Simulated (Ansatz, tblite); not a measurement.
Forces on the cluster Al₅As₅ at its PBE-D4/def2-SVP geometry. The state is a singlet with charge 0.

The xTB rows come from tblite. The restricted singlet is unstable towards broken spin symmetry in Hartree–Fock (as tested in another run); at r2SCAN-D4/def2-TZVP this wasn't settled. The structure comes from a short search, and lower isomers may exist.

GFN1-xTB (tblite), largest force 0.98 eV/Å:

```xyz
10
positions Å, forces eV/Å
Al    0.227    0.774   -1.724    0.199   -0.362    0.351
Al   -1.270    1.305    0.558    0.325   -0.404    0.171
Al    2.510    0.043   -0.235    0.297   -0.466   -0.398
Al   -1.464   -1.349   -0.646    0.329   -0.241    0.273
Al    0.854    0.629    2.283   -0.317   -0.243    0.560
As    1.030    2.207    0.162   -0.261    0.347   -0.252
As    0.863   -1.696   -1.574   -0.292    0.156    0.519
As   -1.377   -0.903    1.841    0.369   -0.079   -0.488
As   -2.223    0.760   -1.633   -0.364    0.436   -0.349
As    0.849   -1.770    0.968   -0.286    0.857   -0.389
```

GFN2-xTB (tblite), largest force 1.12 eV/Å:

```
Al 0.086 -0.368 0.913
Al 0.770 -0.606 -0.121
Al -0.093 0.189 0.166
Al 0.553 0.442 0.261
Al 0.154 0.106 -0.187
As -0.105 0.238 -0.126
As -0.104 -0.318 0.175
As 0.047 -0.373 -0.055
As -0.833 0.373 -0.641
As -0.475 0.317 -0.385
```

r2SCAN-D4/def2-TZVP (Ansatz), largest force 0.34 eV/Å:

```
Al -0.130 -0.049 0.166
Al 0.087 -0.123 -0.154
Al -0.151 -0.002 -0.007
Al 0.158 0.215 0.056
Al -0.063 -0.029 -0.121
As -0.137 -0.288 -0.019
As -0.120 0.169 0.269
As 0.225 0.049 -0.253
As 0.263 -0.082 0.182
As -0.132 0.140 -0.119
```
